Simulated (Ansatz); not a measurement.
Au2S2. Total charge 0; triplet. Geometry PBE-D4/def2-SVPD, that of the charge -1 doublet.

Cartesian coordinates in Å:
```
Au -1.882 -1.506 1.250
Au 0.645 0.468 -0.385
S 2.856 0.842 -0.602
S -1.619 0.196 -0.263
```

In the def2 sets Au takes a core potential; there is no spin–orbit coupling. The structure comes from a short search, and lower isomers may exist.

**Question.** Estimate the α-spin orbital energies around the gap (eV) in Ansatz with PBE-D4/def2-TZVPD, r2SCAN-D4/def2-TZVPD, PBE0-D4/def2-TZVPD.

**Answer.** 
| orbital | PBE-D4/def2-TZVPD | r2SCAN-D4/def2-TZVPD | PBE0-D4/def2-TZVPD |
| --- | --- | --- | --- |
| HOMO−5 | -7.48 | -7.81 | -8.78 |
| HOMO−4 | -7.31 | -7.54 | -8.42 |
| HOMO−3 | -7.04 | -7.36 | -8.36 |
| HOMO−2 | -6.96 | -7.15 | -7.99 |
| HOMO−1 | -6.77 | -7.02 | -7.79 |
| HOMO | -6.01 | -6.27 | -7.19 |
| LUMO | -4.46 | -4.29 | -3.57 |
| LUMO+1 | -1.23 | -0.91 | -0.48 |
| LUMO+2 | -1.01 | -0.72 | -0.15 |
| LUMO+3 | -0.78 | -0.42 | -0.11 |
| LUMO+4 | -0.20 | 0.15 | 0.52 |
| LUMO+5 | 0.08 | 0.51 | 0.68 |
| β HOMO | -6.25 | -6.32 | -6.74 |
| β LUMO | -5.51 | -5.22 | -4.65 |
